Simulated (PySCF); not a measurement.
Si(F)(H)(SMe)2 (C2H7FS2Si), SMILES CS[SiH](F)SC. Coordinates come from a B3LYP-D3(BJ)/def2-SVP optimisation. Other conformers were not sampled.

Problem. Give the equilibrium geometry at B3LYP-D3(BJ)/def2-SVP (PySCF confirms it by a frequency run) as Cartesian coordinates in Å. (Estimate from the structure and the level; the computed values follow.)

Solution. Several could match; the one computed here: 
```xyz
13

Si     0.0787     0.4943    -0.5062
F      0.4573     0.4813    -2.0885
S      1.2574    -0.8769     0.6216
C      2.7672     0.1388     0.9069
S     -1.9604    -0.1101    -0.3931
C     -2.2149     0.0849     1.4216
H      0.3490     1.8720    -0.0150
H      3.3772    -0.4055     1.6400
H      3.3418     0.2561    -0.0217
H      2.5113     1.1258     1.3171
H     -2.1282     1.1384     1.7234
H     -1.4988    -0.5275     1.9852
H     -3.2362    -0.2624     1.6263
```
Charge 0, spin multiplicity 1.
